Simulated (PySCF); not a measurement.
## Correlation energy of F⁺ (fluorine, charge +1)

[He] 2s2 2p4, high-spin 3P determinant. Calculation: PySCF 2.14, in aug-cc-pwCVDZ (5s4p2d, 27 functions); the non-relativistic Hamiltonian (point nucleus). Frozen: 1s2; 6 electrons correlated.

| level | correlation energy (mhartree) |
| --- | --- |
| CCSD | -125.95 |
| (T) | -1.32 |
| CCSD(T) | -127.27 |
| CCSDT | -127.41 |

Diagnostics: T1 = 0.0050, D1 = 0.0084, largest double amplitude 0.034.

Cost of the coupled-cluster step: of the order of 0.24 core-seconds, for 6 correlated electrons.

Iterations:

```
CC2 = 0
CCSD nocc = (np.int64(4), np.int64(2)), nmo = (26, 26)
frozen orbitals [[0], [0]]
max_cycle = 100
direct = 0
conv_tol = 1e-08
conv_tol_normt = 1e-06
diis_space = 8
diis_start_cycle = 0
Init t2, MP2 energy = -0.111458247949758
Init E_corr(UCCSD) = -0.111458247951313
cycle = 1  E_corr(UCCSD) = -0.12282560527993  dE = -0.0113673573  norm(t1,t2) = 0.0233317
cycle = 2  E_corr(UCCSD) = -0.125038605899402  dE = -0.00221300062  norm(t1,t2) = 0.00728139
cycle = 3  E_corr(UCCSD) = -0.125969710827063  dE = -0.000931104928  norm(t1,t2) = 0.00311945
cycle = 4  E_corr(UCCSD) = -0.125937483830968  dE = 3.22269961e-05  norm(t1,t2) = 0.000781795
cycle = 5  E_corr(UCCSD) = -0.125943500922039  dE = -6.01709107e-06  norm(t1,t2) = 0.000195932
cycle = 6  E_corr(UCCSD) = -0.125946860635895  dE = -3.35971386e-06  norm(t1,t2) = 5.34577e-05
cycle = 7  E_corr(UCCSD) = -0.125946271811176  dE = 5.88824719e-07  norm(t1,t2) = 1.20633e-05
cycle = 8  E_corr(UCCSD) = -0.125946287477947  dE = -1.56667707e-08  norm(t1,t2) = 2.21538e-06
cycle = 9  E_corr(UCCSD) = -0.125946281274273  dE = 6.20367407e-09  norm(t1,t2) = 4.0803e-07
UCCSD converged
E(UCCSD) = -98.92789922570203  E_corr = -0.1259462812742729
UCCSD(T) correction = -0.00131793615400878
```
